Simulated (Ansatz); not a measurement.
Reaction (redistribution): `FB(Br)Br` + `C[O][Sb]([F])[F]` → `COB(Br)Br` + `[F][Sb]([F])[F]`

Calculated with Ansatz (gas phase, PBE0-D4/def2-TZVP geometries, no zero-point term in ΔE). CBS: MP2 limit from def2 TZ/QZ plus the TZ coupled-cluster correction, frozen cores. Functionals use def2-TZVPP. B3LYP here is the variant with VWN-RPA as its local correlation; programs differ in this. HSE06 is defined as in plane-wave codes. Elements past krypton have def2 core potentials. For Br, Sb outer-core shells are correlated without core-valence functions, which leaves a few kJ/mol of doubt a bond. Scalar relativity is left out up to krypton. Each species was taken in one conformer, which may not be the lowest.

```
             level  ΔE (kcal/mol)  difference from CCSD(T)/CBS
            PBE-D4           -7.5                         -0.3
         revPBE-D4           -7.4                         -0.2
           BLYP-D4           -7.3                         -0.1
         r2SCAN-D4           -7.1                          0.1
            B97M-V           -7.3                         -0.1
        r2SCANh-D4           -7.0                          0.2
        r2SCAN0-D4           -7.0                          0.2
          HSE06-D4           -7.3                         -0.1
          BHLYP-D4           -6.9                          0.3
      CAM-B3LYP-D4           -7.4                         -0.2
           ωB97X-V           -7.1                          0.1
            B2PLYP           -6.8                          0.4
          PBE-QIDH           -6.8                          0.4
               PBE           -7.5                         -0.3
            revPBE           -7.2                          0.0
              BLYP           -7.3                         -0.1
            r2SCAN           -7.0                          0.2
              PBE0           -7.3                         -0.1
             B3LYP           -7.2                          0.0
           r2SCANh           -7.0                          0.2
           r2SCAN0           -6.9                          0.3
             HSE06           -7.2                          0.0
             BHLYP           -6.9                          0.3
         CAM-B3LYP           -7.3                         -0.1
           LC-ωPBE           -7.8                         -0.6
RPA@PBE/def2-TZVPP           -5.5                          1.7
       HF/def2-SVP           -4.8                          2.4
      MP2/def2-SVP           -5.9                          1.3
     CCSD/def2-SVP           -5.3                          1.9
  CCSD(T)/def2-SVP           -5.3                          1.9
     HF/def2-TZVPP           -6.0                          1.2
    MP2/def2-TZVPP           -6.2                          1.0
SCS-MP2/def2-TZVPP           -6.2                          1.0
   CCSD/def2-TZVPP           -5.8                          1.4
CCSD(T)/def2-TZVPP           -5.9                          1.3
     HF/def2-QZVPP           -6.8                          0.4
    MP2/def2-QZVPP           -7.3                         -0.1
SCS-MP2/def2-QZVPP           -7.2                          0.0
      HF/CBS(def2)           -6.9                          0.3
    CCSD/CBS(def2)           -7.1                          0.1
       CCSD(T)/CBS           -7.2                            0
```

Largest T1 diagnostic among the species: 0.015.

At CCSD(T), def2-SVP lies +1.8 kcal/mol from the extrapolated value and def2-TZVPP +1.3 kcal/mol. Leaving LDA and LC-ωPBE aside and taking each functional with its dispersion term where it has one, the values spread over 0.7 kcal/mol, from PBE-D4 to PBE-QIDH.
